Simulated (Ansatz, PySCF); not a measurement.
System: ditellurium, Te$_{2}$ (charge 0, triplet). 
Geometry from a B3LYP-D3(BJ)/def2-TZVP (Ansatz, an electronic-structure program) optimisation:
```xyz
2

Te     0.0000     0.0000    -1.2873
Te     0.0000     0.0000     1.2873
```
Charge 0, spin multiplicity 3.

Total electronic energies in hartree. Valence correlation only, unless marked. UHF or UKS for open shells. Spin-orbit coupling is left out. Frozen are the shells of the preceding noble gas and the d and f shells that filled before the atom's block. In def2 rows, elements after Kr have scalar-relativistic effective core potentials. STO-3G rows are all-electron and non-relativistic.  The program attaches cautions to a run behind CCSD/STO-3G: other roots. The program attaches cautions to a run behind CCSD(T)/STO-3G: other roots.

The Hartree-Fock reference is unstable (checked in the largest basis), which strains HF and MP2. 

| level | program | energy (Eh) |
|---|---|---|
| RI-HF/def2-TZVPP | Ansatz | -534.04587 |
| RI-HF/def2-QZVPPD | Ansatz | (withheld) |
| BLYP-D4/def2-TZVPD | Ansatz + dftd4 | -535.99048 |
| BLYP/def2-TZVPD | Ansatz | -535.98592 |
| BP86/def2-TZVPD | PySCF | -536.34760 |
| TPSS/def2-TZVPD | PySCF | -535.87897 |
| M06-L/def2-TZVPD | PySCF | -536.41724 |
| r2SCAN-D3(BJ)/def2-TZVPD | Ansatz + dftd3 | -536.29283 |
| r2SCAN-D4/def2-TZVPD | Ansatz + dftd4 | -536.29273 |
| PBE0/STO-3G | Ansatz | -13097.95582 |
| PBE0-D3(BJ)/def2-TZVP | Ansatz + dftd3 | -536.10294 |
| r2SCAN0/def2-TZVPD | Ansatz | -536.23385 |
| HSE06-D3(BJ)/def2-TZVPD | Ansatz + dftd3 | -536.10081 |
| CAM-B3LYP/def2-TZVPD | Ansatz | -536.06568 |
| LC-wPBE-D3(BJ)/def2-TZVPD | Ansatz + dftd3 | -536.13109 |
| B2GP-PLYP-D3(BJ)/def2-TZVPD | Ansatz + dftd3 | (withheld) |
| RPA@PBE/def2-QZVPP | Ansatz | -534.49336 |
| CCSD/STO-3G | Ansatz | -13094.34375 |
| CCSD(T)/STO-3G | Ansatz | -13094.34419 |
| CCSD(T)/def2-SVP | Ansatz | -534.22563 |
| CCSD(T)/def2-QZVPP | Ansatz | -534.34854 |
| CCSDT/def2-SVP | Ansatz | -534.22634 |

Task: Complete the blanks.

Result: 
- RI-HF/def2-QZVPPD, energy (Eh): -534.04985
- B2GP-PLYP-D3(BJ)/def2-TZVPD, energy (Eh): -535.38011
